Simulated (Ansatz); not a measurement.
One geometry of the cluster Li11, several levels of theory.

```yaml
crystal:
  periodic: [false, false, false]
  atoms:
    - {symbol: Li, position_ang: [1.771077, 0.188523, 2.584629]}
    - {symbol: Li, position_ang: [0.330734, -4.093347, -0.208325]}
    - {symbol: Li, position_ang: [4.228000, 1.101808, 1.172191]}
    - {symbol: Li, position_ang: [4.496967, -0.899664, -1.015862]}
    - {symbol: Li, position_ang: [1.372082, -3.214160, 2.437287]}
    - {symbol: Li, position_ang: [3.303342, -3.984965, -0.113326]}
    - {symbol: Li, position_ang: [1.840546, 0.983932, -0.599661]}
    - {symbol: Li, position_ang: [-0.471231, -1.308143, 0.465281]}
    - {symbol: Li, position_ang: [1.459641, -2.078780, -2.084965]}
    - {symbol: Li, position_ang: [2.265904, -1.513517, 0.477173]}
    - {symbol: Li, position_ang: [4.429437, -1.694285, 2.169978]}
basis:
  gaussian: {orbitals: def2-TZVP, initial_orbitals: start.molden}
magnetization: {spin_polarized: true, initial_magnetization: 3}
hamiltonian: {xc: {name: r2SCAN0}}
scf: {omitted_lower_state_checks: [starts]}
output: {orbitals: {seedname: orbitals}}
```

The file start.molden holds the orbitals of an earlier run on this structure, at another level or in another basis.

```sh
$ ansatz run in.yaml --threads 4 --pin off --events-out ev --progress --plain --max-ram 3916MiB
```

Shortened log:

```
Functional definition: r2SCAN0
1419 factors; their error is unknown
mean field evaluation 1: about -2249.2095 eV, gradient 4.8e0 eV
mean field evaluation 2: about -2249.2865 eV, gradient 1.0e-1 eV
mean field evaluation 4: about -2249.2868 eV, gradient 4.9e-3 eV
mean field evaluation 8: about -2249.2868 eV, gradient 5.9e-5 eV
mean field -2249.28683365 eV, -82.6597665153 hartree, gradient 1.5e-5 eV, S^2 3.950051; 0 other end points of the search recorded, 0 dependent functions left out
reference -2249.28688036 eV, -82.6597682318 hartree; 18, 15 occupied and 136, 139 virtual orbitals, 1419 factors
Total energy: -2249.28688036 eV, -82.6597682318 hartree
Checks for a lower state left out: starts
```

Hardware: 4 threads of Arm Neoverse V2 on a shared host. Wall time 21 s, peak host memory 0.73 GiB.

As the first input, with `gaussian: {orbitals: 6-31G}`, `hamiltonian: {xc: {name: B3LYP}}` (abridged; 4.7 s):

```
Functional definition: B3LYP
mean field evaluation 16: about -2251.5276 eV, gradient 3.0e-4 eV
mean field -2251.52757299 eV, -82.7421121670 hartree, gradient 2.0e-5 eV, S^2 3.805984
Total energy: -2251.52784804 eV, -82.7421222750 hartree
Checks for a lower state left out: starts
```

As the first input, with `hamiltonian: {xc: r2scan}` (abridged; 11 s):

```
Functional definition: r2SCAN
mean field -2249.54452302 eV, -82.6692364248 hartree, gradient 1.4e-5 eV, S^2 3.919553
Total energy: -2249.54458403 eV, -82.6692386670 hartree
Checks for a lower state left out: starts
```

First input, but with `hamiltonian: {xc: pbe}` (abridged; 3.3 s):

```
Functional definition: PBE
mean field -2244.45174106 eV, -82.4820801400 hartree, gradient 1.4e-5 eV, S^2 3.816455
Total energy: -2244.45179892 eV, -82.4820822662 hartree
Checks for a lower state left out: starts
```

As the first input, with `hamiltonian: {xc: {text: "exchange = 0.95*pbe_x + 0.05*exact_x\ncorrelation = pbe_c"}}` (abridged; 4.3 s):

```
Functional definition: unnamed
mean field -2244.66560350 eV, -82.4899394396 hartree, gradient 2.0e-5 eV, S^2 3.825585
Total energy: -2244.66565852 eV, -82.4899414614 hartree
Checks for a lower state left out: starts
```

First input, but with `hamiltonian: {xc: {text: "exchange = 0.65*pbe_x + 0.35*exact_x\ncorrelation = pbe_c"}}` (abridged; 5.5 s):

```
Functional definition: unnamed
mean field -2246.06882347 eV, -82.5415068223 hartree, gradient 1.8e-5 eV, S^2 3.886332
Total energy: -2246.06886136 eV, -82.5415082148 hartree
Checks for a lower state left out: starts
```

First input, but with `hamiltonian: {xc: pbe0}` (abridged; 4.6 s):

```
Functional definition: PBE0
mean field -2245.57899814 eV, -82.5235060735 hartree, gradient 6.8e-6 eV, S^2 3.865099
Total energy: -2245.57904176 eV, -82.5235076764 hartree
Checks for a lower state left out: starts
```

Geometry: PBE0/def2-SVP.

B3LYP takes the VWN-RPA correlation. At r2SCAN0/def2-TZVP, r2SCAN/def2-TZVP, PBE with 35 % exact exchange/def2-TZVP the charge 0 quartet is spin-contaminated (final ⟨S²⟩ up to 3.95, 3.75 for a pure state). The structure comes from a short search, and lower isomers may exist.
